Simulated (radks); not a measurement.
Effect of the nuclear size on the gold ion Au3+, [Xe] 4f14 5d8. Method: Dirac Kohn-Sham, exchange-only LDA, spin-unpolarised, spherical densities, finite nucleus; open shells fill j = l - 1/2 first; Fermi nuclear charge, rms radius 5.4371 fm; computed with a radial shooting solver on a logarithmic mesh with Libxc functionals. The rms radius is varied about that value; shifts are against it.

rms radius (fm) = 4.8281: total energy shift (eV) -20.4; density at nucleus (e/bohr^3) 2.238e+06; 1s1/2 shift (meV) -8200; 2s1/2 shift (meV) -1210; 5s1/2 shift (meV) -14.0; 5p1/2 shift (meV) -0.270; 5d5/2 shift (meV) 0.183; 6s1/2 (empty) shift (meV) -2.13; 6p1/2 (empty) shift (meV) -0.092
rms radius (fm) = 5.0511: total energy shift (eV) -13.1; density at nucleus (e/bohr^3) 2.198e+06; 1s1/2 shift (meV) -5260; 2s1/2 shift (meV) -777; 5s1/2 shift (meV) -9.00; 5p1/2 shift (meV) -0.173; 5d5/2 shift (meV) 0.117; 6s1/2 (empty) shift (meV) -1.37; 6p1/2 (empty) shift (meV) -0.059
rms radius (fm) = 5.4371: total energy shift (eV) 0; density at nucleus (e/bohr^3) 2.134e+06; 1s1/2 shift (meV) 0.000; 2s1/2 shift (meV) 0.000; 5s1/2 shift (meV) 0.000; 5p1/2 shift (meV) 0.000; 5d5/2 shift (meV) 0.000; 6s1/2 (empty) shift (meV) 0.000; 6p1/2 (empty) shift (meV) 0.000
rms radius (fm) = 5.7905: total energy shift (eV) 12.5; density at nucleus (e/bohr^3) 2.081e+06; 1s1/2 shift (meV) 5020; 2s1/2 shift (meV) 742; 5s1/2 shift (meV) 8.59; 5p1/2 shift (meV) 0.166; 5d5/2 shift (meV) -0.112; 6s1/2 (empty) shift (meV) 1.30; 6p1/2 (empty) shift (meV) 0.056
rms radius (fm) = 6.1929: total energy shift (eV) 27.3; density at nucleus (e/bohr^3) 2.026e+06; 1s1/2 shift (meV) 11000; 2s1/2 shift (meV) 1620; 5s1/2 shift (meV) 18.8; 5p1/2 shift (meV) 0.364; 5d5/2 shift (meV) -0.245; 6s1/2 (empty) shift (meV) 2.85; 6p1/2 (empty) shift (meV) 0.123

Slopes of the eigenvalues against <r^2> in GHz/fm^2, as finite differences over the two radii next to the reference (eigenvalue slopes, not the field-shift constants of lines): 1s1/2 310000, 2s1/2 45800, 5s1/2 530, 5p1/2 10.2, 5d5/2 -6.92, 6s1/2 (empty) 80.6, 6p1/2 (empty) 3.47.
